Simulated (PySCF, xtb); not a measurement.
MoF₅, SMILES [F][Mo]([F])([F])([F])[F] (connectivity only; charge and spin as stated), neutral, multiplicity 2.

Harmonic wavenumbers (cm⁻¹) from xtb with GFN2-xTB at its own minimum, in rising order: 95, 98, 222, 269, 282, 350, 356, 393, 452, 535, 596, 637.

Q: What does B3LYP-D3(BJ)/def2-SVP (PySCF 2.14.0) give at its own minimum? (An estimate is asked for; the answer gives what the named calculation found.)

A: 74, 101, 208, 215, 215, 236, 290, 648, 675, 719, 733, 780. Paired by order, the mean absolute difference is 107 cm⁻¹ and the zero-point energies are 6.1 and 7.0 kcal/mol.
